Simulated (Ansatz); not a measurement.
Total energies of the cluster K₃⁺ (the lowest singlet isomer of a short search) from Ansatz at PBE/def2-TZVP, gas phase (1 Eh = 27.2114 eV = 2625.5 kJ/mol). The reference geometry is relaxed at PBE/def2-TZVP.

```xyz
3

K     1.604    1.220    1.545
K    -0.962   -2.247    0.687
K    -0.642    1.027   -2.232
```

| state | geometry | energy (Eh) |
| --- | --- | --- |
| charge 1 singlet | reference | -1798.97979 |
| charge 0 doublet | reference | -1799.10281 |
| charge 1 triplet | relaxed at PBE/def2-TZVP | -1798.95998 |

Task: Work out the vertical electron affinity, to the doublet.

Result: E(charge 1 singlet) − E(charge 0 doublet) = -1798.97979 − (-1799.10281) = 0.12302 Eh = 3.35 eV.

Task: Which of the charge 1 states is lowest, and how far above it are the others?

Result: The singlet. triplet: -1798.95998 − (-1798.97979) = 0.01981 Eh = 52.0 kJ/mol. The triplet differs in its bonds from the reference.

At PBE/def2-TZVP the gap within one spin of the charge 0 doublet nearly closes, so an electron or hole may be smeared out by delocalisation error.  The quintet lies 18.67 eV above the singlet at this level but is left out (at the level of its geometry, an occupied level 0.04 eV above an empty one).

The structure comes from a short search, and lower isomers may exist.
